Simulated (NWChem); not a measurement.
# LiOH; SMILES [OH][Li]

```xyz
3

Li    -0.7681    -0.7187    -0.6607
O      0.1917     0.1794     0.1649
H      0.7808     0.7305     0.6716
```
Atoms are numbered in this order, from 1.

Results from NWChem. Pople sets run with spherical d functions. Structure relaxed at the PBE0/def2-SVP level. GIAO values for the isolated, static molecule; σ is the absolute isotropic shielding, δ = σ(reference) − σ with the isolated reference molecule computed at the same levels (1H: tetramethylsilane, 17O: water).

```csv
level,σ Li1 (ppm),δ O2 (ppm),δ H3 (ppm)
PBE0/pcSseg-2,___,___,___
B3LYP/6-311G**,90.1,19.3,-1.53
Hartree-Fock/6-31G*,93.9,16.1,-1.25
"LDA (Slater exchange, VWN5)/pcSseg-1",87.9,21.6,-0.73
```

Some entries are withheld; supply them.


- PBE0/pcSseg-2, σ Li1 (ppm): 89.1
- PBE0/pcSseg-2, δ O2 (ppm): 12.4
- PBE0/pcSseg-2, δ H3 (ppm): -1.34
